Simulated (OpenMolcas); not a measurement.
W.

```
Program             : OpenMolcas
Basis               : ANO-RCC-VTZP [8s7p5d3f2g1h]
Scalar Hamiltonian  : DKH2, point nucleus
Active space        : 4 electrons in 5 orbitals (5d)
State averaging     : 2S+1 = 5 even, 5 roots; 2S+1 = 3 even, 45 roots; 2S+1 = 1 even, 50 roots (49 in the spin-orbit step)
Spin-orbit coupling : state interaction with AMFI integrals over the reference wave functions, term energies averaged over their components
```

Two sets of levels on these reference wave functions, in cm⁻¹ above 5d⁴ 6s² ⁵D₀: one from CASSCF and one from MS-CASPT2, IPEA 0.25 Eh, imaginary shift 0.1 Eh (closed shells correlated: 5s 5p 6s).

```
                Level  Set 1  Set 2
   5d⁴ 6s² ⁵D₀ [73 %]    0.0    0.0
          5d⁴ 6s² ⁵D₁   1954   1445
          5d⁴ 6s² ⁵D₂   3920   3200
          5d⁴ 6s² ⁵D₃   5620   4940
          5d⁴ 6s² ⁵D₄   7050   6570
5d⁴ 6s² ³P₀(1) [59 %]  10950  13790
   5d⁴ 6s² ³H₄ [55 %]  13370  14920
          5d⁴ 6s² ³H₅  16400  17560
   5d⁴ 6s² ³G₃ [57 %]  15620  17950
       5d⁴ 6s² ³P₁(1)  15010  18000
       5d⁴ 6s² ³F₂(1)  16000  18720
          5d⁴ 6s² ³H₆  17900  18960
5d⁴ 6s² ³P₂(1) [61 %]  18860  22410
5d⁴ 6s² ³F₃(1) [56 %]  20590  23080
          5d⁴ 6s² ³G₅  22820  24790
   5d⁴ 6s² ³D₃ [68 %]  21530  25680
```

Task: Which set is which?

Result: Set 1 is MS-CASPT2. Its levels of the other terms of 5d⁴ 6s² lie at 0.79 to 0.94 of the other set's values, as expected, since terms of lower spin or lower L gain more correlation energy than the Hund ground term. Against 6 measured levels (NIST Handbook of Basic Atomic Spectroscopic Data) the mean absolute deviation is 980 cm-1 with it and 1700 cm-1 without; single levels miss by up to 1700 cm-1 with it.

CASPT2 breaks the degeneracy within a term, and the mean is taken; among the terms shown or strongly mixed into the levels shown the widest spread is 950 cm-1 (5d⁴ 6s² ¹I, MS-CASPT2). Some high roots are left out of the spin-orbit mixing, which shifts the levels that they would mix with. With the s shell closed, the reference lacks s² → p², s² → d² and s → d mixing, so excited terms can stand far too high and out of order, with CASPT2 too. Without dynamic correlation excited terms often stand tens of per cent too high (terms of higher spin than the ground term too low), and those without a measured partner can miss by more than the paired ones (holds for CASSCF). Some levels mix across a computed gap that differs much from the measured one, so their mixing is not that of the real levels (holds for CASSCF). The CASPT2 spread within a term exceeds the gap to the next term for 5d⁴ 6s² ³H and 5d⁴ 6s² ³F(1), 5d⁴ 6s² ³D and 5d⁴ 6s² ¹G(1), 5d⁴ 6s² ¹S and 5d⁴ 6s² ¹I, so the order of their levels is uncertain, and so are names and mixing where such terms share a J (holds for MS-CASPT2). Some terms miss by over 15 % even with CASPT2, which points to a basis or an active space too small for the shells correlated (holds for MS-CASPT2). Measured partners are found by configuration, term and J. A level has none where our copy of the source lacks it or the pairing is in doubt (some pairs that miss far off the trend of their configuration count as doubtful), and it then counts in no deviation. Only configurations of the active space appear. Levels that lie high or do not pair safely by name in every column are left out.

A share in square brackets marks a mixed level and gives the weight of the term that names it, the lowest over the columns. A number in round brackets counts repeated terms of one configuration in the order of the reference energies.
